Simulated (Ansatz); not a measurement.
The cluster Al2B3. The state is a doublet with charge 0. Geometry PBE0-D4/def2-SVP.

```xyz
5

B    -0.929    0.461    0.586
B     0.401   -0.364    0.086
B    -0.521    0.837   -0.870
Al    1.085    0.009   -1.822
Al   -0.037   -0.943    2.020
```

LC-ωPBE has ω = 0.4 bohr⁻¹. At PBE-D4/def2-TZVP, r2SCAN-D4/def2-TZVP, r2SCANh-D4/def2-TZVP, PBE0-D4/def2-TZVP and others the charge 0 doublet is spin-contaminated (final ⟨S²⟩ up to 1.62, 0.75 for a pure state). The geometry of the doublet was relaxed on an unsound state (⟨S²⟩ 1.40, where a pure state has 0.75). Another isomer (doublet) lies 0.30 eV lower at PBE0-D4/def2-TZVP; other spin states weren't run for this one.

Task: Estimate the α-spin orbital energies around the gap (eV) in Ansatz with PBE-D4/def2-TZVP, r2SCAN-D4/def2-TZVP, r2SCANh-D4/def2-TZVP, PBE0-D4/def2-TZVP, LC-ωPBE/def2-TZVP.

Result: 
```
orbital  PBE-D4/def2-TZVP  r2SCAN-D4/def2-TZVP  r2SCANh-D4/def2-TZVP  PBE0-D4/def2-TZVP  LC-ωPBE/def2-TZVP
 HOMO−9            -69.30               -71.18                -72.91             -74.17             -75.36
 HOMO−8            -69.26               -71.17                -72.89             -74.12             -75.29
 HOMO−7            -15.31               -16.05                -16.76             -17.39             -20.80
 HOMO−6            -10.94               -11.40                -11.94             -12.50             -15.68
 HOMO−5             -9.40                -9.78                -10.28             -10.80             -13.74
 HOMO−4             -7.17                -7.47                 -7.88              -8.30             -11.07
 HOMO−3             -6.66                -6.76                 -7.06              -7.44              -9.70
 HOMO−2             -5.70                -5.95                 -6.30              -6.66              -9.18
 HOMO−1             -5.45                -5.60                 -5.94              -6.36              -8.74
   HOMO             -5.11                -5.34                 -5.67              -6.02              -8.37
   LUMO             -4.29                -3.84                 -3.53              -3.41              -1.19
 LUMO+1             -3.13                -2.98                 -2.71              -2.39              -0.47
 LUMO+2             -2.23                -1.99                 -1.70              -1.40               0.63
 LUMO+3             -1.37                -1.26                 -1.01              -0.70               1.11
 LUMO+4             -0.91                -0.57                 -0.26               0.00               2.11
 LUMO+5             -0.33                 0.11                  0.36               0.48               2.38
 β HOMO             -5.33                -5.39                 -5.70              -6.13              -8.25
 β LUMO             -4.27                -3.96                 -3.66              -3.42              -1.56
```
